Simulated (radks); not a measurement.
Values are calculated unless marked as measured or tabulated.
Species: Dy3+. Configuration: [Xe] 4f9 (the NIST ground configuration).

Level of theory: Dirac Kohn-Sham, Slater X-alpha with alpha = 0.702, spin-unpolarised, spherical densities, point nucleus; open shells are shared between the two j in proportion to 2j + 1 (a radial shooting solver on a logarithmic mesh with Libxc functionals).

Energy parts (eV):
| part | energy |
|---|---|
| total | -331037.00 |
| kinetic | 363255.55 |
| electron-nucleus | -814556.05 |
| Hartree | 127401.98 |
| exchange | -7138.48 |

Orbitals (lengths in bohr, moments of r in powers of bohr; <r^-3> diverges for s and p1/2):
[
 {"orbital": "1s1/2", "occ.": "2", "eigenvalue (eV)": "-53616.95", "<r^-3>": "-", "<1/r>": "74.55", "<r^2>": "0.0006098", "small-component weight": "6.07e-02"},
 {"orbital": "2s1/2", "occ.": "2", "eigenvalue (eV)": "-8955.613", "<r^-3>": "-", "<1/r>": "17.86", "<r^2>": "0.009464", "small-component weight": "1.35e-02"},
 {"orbital": "2p1/2", "occ.": "2", "eigenvalue (eV)": "-8522.948", "<r^-3>": "-", "<1/r>": "17.84", "<r^2>": "0.006844", "small-component weight": "1.35e-02"},
 {"orbital": "2p3/2", "occ.": "4", "eigenvalue (eV)": "-7722.524", "<r^-3>": "11010", "<1/r>": "15.62", "<r^2>": "0.008070", "small-component weight": "1.25e-02"},
 {"orbital": "3s1/2", "occ.": "2", "eigenvalue (eV)": "-2019.113", "<r^-3>": "-", "<1/r>": "6.522", "<r^2>": "0.06282", "small-component weight": "4.31e-03"},
 {"orbital": "3p1/2", "occ.": "2", "eigenvalue (eV)": "-1829.799", "<r^-3>": "-", "<1/r>": "6.442", "<r^2>": "0.05827", "small-component weight": "4.25e-03"},
 {"orbital": "3p3/2", "occ.": "4", "eigenvalue (eV)": "-1663.552", "<r^-3>": "2367", "<1/r>": "5.876", "<r^2>": "0.06523", "small-component weight": "3.96e-03"},
 {"orbital": "3d3/2", "occ.": "4", "eigenvalue (eV)": "-1336.932", "<r^-3>": "401.0", "<1/r>": "5.761", "<r^2>": "0.05167", "small-component weight": "3.84e-03"},
 {"orbital": "3d5/2", "occ.": "6", "eigenvalue (eV)": "-1300.575", "<r^-3>": "353.5", "<1/r>": "5.621", "<r^2>": "0.05360", "small-component weight": "3.76e-03"},
 {"orbital": "4s1/2", "occ.": "2", "eigenvalue (eV)": "-424.6701", "<r^-3>": "-", "<1/r>": "2.734", "<r^2>": "0.3165", "small-component weight": "1.39e-03"},
 {"orbital": "4p1/2", "occ.": "2", "eigenvalue (eV)": "-349.9029", "<r^-3>": "-", "<1/r>": "2.628", "<r^2>": "0.3314", "small-component weight": "1.31e-03"},
 {"orbital": "4p3/2", "occ.": "4", "eigenvalue (eV)": "-312.4402", "<r^-3>": "533.9", "<1/r>": "2.432", "<r^2>": "0.3698", "small-component weight": "1.20e-03"},
 {"orbital": "4d3/2", "occ.": "4", "eigenvalue (eV)": "-188.9845", "<r^-3>": "77.22", "<1/r>": "2.215", "<r^2>": "0.4195", "small-component weight": "1.03e-03"},
 {"orbital": "4d5/2", "occ.": "6", "eigenvalue (eV)": "-182.1708", "<r^-3>": "66.99", "<1/r>": "2.166", "<r^2>": "0.4346", "small-component weight": "9.96e-04"},
 {"orbital": "5s1/2", "occ.": "2", "eigenvalue (eV)": "-77.5721", "<r^-3>": "-", "<1/r>": "1.050", "<r^2>": "1.821", "small-component weight": "2.98e-04"},
 {"orbital": "5p1/2", "occ.": "2", "eigenvalue (eV)": "-56.6380", "<r^-3>": "-", "<1/r>": "0.9334", "<r^2>": "2.266", "small-component weight": "2.40e-04"},
 {"orbital": "5p3/2", "occ.": "4", "eigenvalue (eV)": "-51.4009", "<r^-3>": "73.73", "<1/r>": "0.8667", "<r^2>": "2.567", "small-component weight": "2.13e-04"},
 {"orbital": "4f5/2", "occ.": "3.85714", "eigenvalue (eV)": "-34.8017", "<r^-3>": "9.972", "<1/r>": "1.638", "<r^2>": "0.8207", "small-component weight": "6.11e-04"},
 {"orbital": "4f7/2", "occ.": "5.14286", "eigenvalue (eV)": "-33.8433", "<r^-3>": "9.582", "<1/r>": "1.617", "<r^2>": "0.8468", "small-component weight": "5.99e-04"}
]

The highest occupied level is 4f7/2 at -33.843 eV. For comparison, the ionisation energy in NIST's Atomic Spectra Database is 41.2 eV (semi-empirical). In exact Kohn-Sham theory the highest level is minus the ionisation energy, but local and semilocal functionals leave it too shallow, through self-interaction and a potential that decays too fast; potentials with the right tail come closer. Summed over all electrons, <r^2> = 34.12 bohr^2, which gives a Langevin (diamagnetic) susceptibility term of -27 x 10^-6 cm^3/mol. The density falls to 0.001 e/bohr^3 at r = 3.19 bohr.

Beside tabulated values, note that spin-unpolarised runs miss the spin-polarisation part of the exchange energy of open shells.
